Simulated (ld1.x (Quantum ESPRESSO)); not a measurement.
BP86 ultrasoft dataset for iridium (Ir), fully relativistic all-electron reference.

ld1.x (Quantum ESPRESSO) 7.5 input, shortened:

```
&input
   title='Ir', zed=77., rel=2, dft='BP', iswitch=3,
   config='[Xe] 4f14 5d7 6s1.5 6p0', rel_dist='average'
 /
 &inputp
   pseudotype=3, tm=.true., lloc=-2, rcloc=0.85,
   nlcc=.true., new_core_ps=.true.,
   which_augfun='PSQ', rmatch_augfun=0.65
 /
8
5S  1  0   2.00   0.00  1.25  1.30  0.0
6S  2  0   1.50   0.00  1.25  1.30  0.0
5P  2  1   6.00   0.00  1.65  2.00  0.0
6P  3  1   0.00   0.00  1.65  2.00  0.0
5D  3  2   7.00   0.00  1.45  1.80  0.0
5D  3  2   0.00   0.05  1.45  1.80  0.0
4F  4  3  14.00   0.00  0.65  0.85  0.0
4F  4  3   0.00  -2.45  0.65  0.85  0.0
 &test
   configts(1)='4f14 5s2 5p6 5d7 6s1.5 6p0'
 /
```

Open shells are filled in proportion to 2j + 1 (rel_dist='average').

Is the overlap operator S = 1 + Σ q|β⟩⟨β| positive definite (Bessel basis up to 400 Ry)?

No: its lowest eigenvalue is -0.349, in the p1/2 channel, so the generalised eigenproblem breaks down once the basis is large enough.

Its largest configuration-test error is +17 meV (4f14 5s2 5p6 5d6 6s0 6p0). Test run stopped at test 7 of 7 (negative rho).

A Bessel basis up to 400 Ry misses an occupied level by 0.02 Ry, so cutoffs and ghosts were not judged. Its overlap operator is not positive definite in a basis up to 400 Ry (lowest eigenvalue p1/2 -0.35, p3/2 -0.28), so the file is unfit for use: the generalised eigenproblem breaks down once the basis is large enough, and its test numbers describe a broken file.
